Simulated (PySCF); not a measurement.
## J couplings in SMILES C[B](C)[SnH3], C$_{2}$H$_{9}$BSn

Cartesian coordinates in Å; atom numbers follow the order of the lines, from 1:
```xyz
13

C    -0.584    1.630   -0.340
B    -0.175    0.129   -0.187
C    -1.198   -1.051   -0.105
Sn    2.046   -0.380   -0.064
H    -0.192    2.203    0.521
H    -1.667    1.810   -0.419
H    -0.079    2.081   -1.213
H    -1.022   -1.651    0.807
H    -2.257   -0.747   -0.132
H    -1.014   -1.757   -0.935
H     3.075    0.993   -0.191
H     2.536   -1.476   -1.299
H     2.442   -1.152    1.424
```

[PySCF 2.14 with density-fitted X2C routines: indirect couplings; PBE0/pcJ-1 (dyall-v2z on Sn), isolated molecule, finite nuclei, structure from PBE0-D3(BJ)/def2-SVP]

Non-relativistic values:
| coupling | atoms | J (Hz) |
| --- | --- | --- |
| 1J(119Sn,11B) | Sn4 – B2 | -517.7 |
| 1J(119Sn,1H) | Sn4 – H11/H12/H13 | -1178.8 |
| 2J(119Sn,13C) | Sn4 – C1/C3 | -74.9 |
| 3J(119Sn,1H) | Sn4 – H5/H6/H7/H8/H9/H10 | -42.5 |

Problem. What do two-component X2C with spin–orbit coupling give?

Solution. 
```tsv
coupling	atoms	with spin–orbit (Hz)
1J(119Sn,11B)	Sn4 – B2	-638.1
1J(119Sn,1H)	Sn4 – H11/H12/H13	-1463.9
2J(119Sn,13C)	Sn4 – C1/C3	-103.0
3J(119Sn,1H)	Sn4 – H5/H6/H7/H8/H9/H10	-60.6
```

The largest listed coupling, 1J(119Sn,1H), ends at 1.24 times its non-relativistic value. Equivalent partners are averaged, as under fast rotation. In the static structure 3J(119Sn,1H) spreads over -2.4, -172.5, -10.1, -9.2, -167.9, -1.8 Hz.
